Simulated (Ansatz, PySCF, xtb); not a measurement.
Noncovalent pair: HCl (SMILES Cl) (first 2 atoms) with H2Se (SMILES [SeH2]); geometry from B3LYP-D3(BJ)/def2-TZVP, rigid monomers moved along the line of their centres of mass till H2···Se3 is 2.26 Å.
(charge 0, multiplicity 1):
```json
[
 {"atom": "Cl", "x (Å)": "0.2739", "y (Å)": "-0.6894", "z (Å)": "-0.3934"},
 {"atom": "H", "x (Å)": "0.1376", "y (Å)": "-0.2267", "z (Å)": "0.8135"},
 {"atom": "Se", "x (Å)": "-0.0137", "y (Å)": "0.4712", "z (Å)": "2.9600"},
 {"atom": "H", "x (Å)": "1.4221", "y (Å)": "0.2159", "z (Å)": "3.1521"},
 {"atom": "H", "x (Å)": "-0.3498", "y (Å)": "-0.8937", "z (Å)": "3.3933"}
]
```

Monomers are frozen at their geometry in the pair; levels with a basis set take the counterpoise correction.

Programs: Ansatz (a program for electronic structure); PySCF for the dispersion terms; xtb for the GFN methods. 

One of these levels gives 8.9 kJ/mol for the interaction energy. Name it.
(A) PBE0/def2-TZVPPD
(B) PBE-D4/def2-TZVPPD
(C) HF/def2-TZVPPD
(D) GFN1-xTB

C, HF/def2-TZVPPD. The others give -28.1 (GFN1-xTB), -18.9 (PBE-D4/def2-TZVPPD), -12.4 (PBE0/def2-TZVPPD)
